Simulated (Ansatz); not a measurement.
Consider the cleavage of the Si–B bond: `[SiH3]BS[SiH3]` + `[SiH3]SS` → `[SiH3]SS[SiH3]` + `BS[SiH3]`.

Isolated molecules relaxed with PBE0-D4/def2-TZVP in Ansatz; ΔE leaves out vibrations. CCSD(T)/CBS adds triple-zeta CCSD(T) − MP2 to the extrapolated MP2 energy (def2 sets, frozen cores). DFT in def2-TZVPP. Each species was taken in one conformer, which may not be the lowest.

(1) Is it downhill or uphill in electronic energy at CCSD(T)/CBS, and by how much? (Estimate.)

(2) What do these levels give: PBE-D4, B2PLYP, HF/def2-TZVPP, MP2/def2-TZVPP, CCSD(T)/def2-TZVPP, MP2/CBS(def2)? (An estimate is asked.)

Largest T1 diagnostic among the species: 0.015.

## Answers

(1) The calculation gave: Downhill: ΔE = -17.3 kcal/mol.

(2) Ansatz gave: PBE-D4 -15.1, B2PLYP -16.9, HF/def2-TZVPP -17.7, MP2/def2-TZVPP -18.9, CCSD(T)/def2-TZVPP -16.4, MP2/CBS(def2) -19.7 kcal/mol.

The D4 term adds −1.3 kcal/mol with B3LYP and −0.7 kcal/mol with PBE0; it sums over pairs of atoms, weighted by their polarisabilities, and B3LYP, whose exchange is more repulsive, gets the larger term. From PBE to PBE0 (25 % exact exchange), in def2-TZVPP and without D4, ΔE moves by −1.0 kcal/mol.

B3LYP here is the variant with VWN-RPA as its local correlation; programs differ in this.
